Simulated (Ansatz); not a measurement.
The cluster Ga₂S₃, relaxed as a singlet with RKS B3LYP-D4/def2-SVP in Ansatz, starting from the GFN2-xTB geometry. Force threshold 0.02 eV/Å.

Another isomer (singlet) lies 0.49 eV lower at PBE0-D4/def2-TZVP; other spin states weren't run for this one.

Start:

Cartesian coordinates in Å:
```
Ga -1.814 -0.116 1.207
Ga 1.413 0.780 -1.469
S -0.786 -0.731 -1.191
S 0.575 -0.950 0.376
S 0.613 1.017 1.076
```

Q: Estimate the energy that the relaxation releases and the steps that it takes.

A: 20.1 kJ/mol, in 19 steps; 37 s on 4 threads of Intel Xeon Platinum 8375C on a shared host. The force fell under the threshold at step 5, but the optimiser went on and released 0.085 eV more. No frequencies were taken in this run, so the end may be a saddle point.

Q: Does the start keep its bonding and symmetry?

A: By distances, no bond broke or formed. The bond that changes most is Ga1–S4, from 2.66 to 2.58 Å (atoms count from 1). Point group C2v at the start, Cs at the end, both within 0.05 Å.

Q: Predict the relaxed structure.

A: 
```
atom   x (Å)   y (Å)   z (Å)
 Ga1  -1.758   0.199   0.930
 Ga2   0.935   1.240  -1.531
  S3  -0.489  -0.988  -1.213
  S4   0.379  -1.239   0.720
  S5   0.933   0.788   1.094
```
Bond lengths (bridged metal pairs left out): 3 × Ga–S 2.58 to 2.66 Å; 2 × S–S 2.13 Å.
